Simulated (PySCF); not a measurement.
## Working out the excitation energy of K

K [Ar] 4s1 (2S) → K [Ar] 4p1 (2P). Computed with PySCF 2.14 in def2-QZVPPD, with the non-relativistic Hamiltonian (point nucleus). Frozen: [Ne]. Energies in hartree (1 hartree = 27.21139 eV):

```csv
part,K (lower),K (upper)
UHF,-599.164594,-599.112853
MP2 opposite-spin,-0.153120,-0.149797
MP2 same-spin,-0.054769,-0.051759
```

**Question.** What does Hartree-Fock give?

**Answer.** (-599.112853) − (-599.164594) = 0.051741 hartree = 1.408 eV.

**Question.** What do MP2 and SCS-MP2 (6/5 opposite-spin, 1/3 same-spin) give?

**Answer.** The opposite-spin parts differ by 0.090 eV and the same-spin parts by 0.082 eV. MP2: 1.408 + (0.090) + (0.082) = 1.580 eV. SCS-MP2: 1.408 + 1.2 × (0.090) + (0.082)/3 = 1.543 eV.

Measured between the centres of the two terms (NIST): 1.615 eV, so MP2 (valence and next inner shell) is off by -0.035 eV.

The calculation is non-relativistic.

What remains against the reference includes basis incompleteness, the frozen core and correlation beyond second order.
